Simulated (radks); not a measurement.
Values are calculated unless marked as measured or tabulated.
Question: Species: neutral scandium. Configuration: [Ar] 3d1 4s2. Code: a radial shooting solver on a logarithmic mesh with Libxc functionals. Model: scalar-relativistic Kohn-Sham, PBE, spin-polarised, spherical densities, finite nucleus; open shells are filled with parallel spins first; Fermi nuclear charge, rms radius 3.5459 fm; hard spherical wall at 12 bohr. Some entries of the table are withheld. Estimate them.

orbital,occ.,eigenvalue (eV),<r^2> (bohr^2),r(max) (bohr)
1s down,1,-4397.154,0.007176,0.04780
1s up,1,-4397.148,0.007176,0.04780
2s up,1,-474.3173,0.1397,0.2836
2s down,1,-474.1112,0.1396,0.2835
2p up,3,-388.2273,0.1170,0.2323
2p down,3,-388.0676,0.1169,0.2323
3s up,1,-55.3258,1.334,0.9270
3s down,1,-54.5468,1.333,0.9266
3p up,3,-33.9166,1.611,0.9687
3p down,3,-33.1354,1.612,0.9681
4s up,1,-4.2861,15.51,3.093
4s down,1,-4.0150,16.19,3.158
3d up,1,-3.4939,4.624,1.098
3d down,0,-2.8239,5.126,1.100
4p up,0,-1.4786,25.93,(1)
4p down,0,-1.3314,27.06,(2)
5s up,0,0.9294,(3),(4)
5s down,0,1.0016,(5),(6)
4d up,0,1.4609,50.98,7.057
4d down,0,1.5254,51.71,7.182

Answer: 
(1) 4p up r(max) (bohr): 3.972
(2) 4p down r(max) (bohr): 4.063
(3) 5s up <r^2> (bohr^2): 56.28
(4) 5s up r(max) (bohr): 7.721
(5) 5s down <r^2> (bohr^2): 56.74
(6) 5s down r(max) (bohr): 7.804
